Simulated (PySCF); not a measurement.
Computed IR spectrum (relative IR intensity) of a molecule C3H3BFNO. Geometry optimised at PBE-D3(BJ)/def2-SVP. Other conformers were not sampled. Computed with PySCF with PBE-D3(BJ)/def2-SVP. No scaling factor is applied to the harmonic values.

ν (cm⁻¹): 561 (vw), 724 (m), 780 (w), 1074 (vw), 1160 (m), 1269 (w), 1351 (w), 1399 (w), 1443 (vs), 1530 (s), 1651 (s), 2994 (w) (against the strongest line: vs over 80 %, s over 45 %, m over 15 %, w over 4 %, vw less)

Which molecule gave these data?
A. OB1C=NC(F)=C1
B. FB1N=CC=CO1
C. OB1C=NC=C1F
D. OB1N=CC=C1F

B, FB1N=CC=CO1
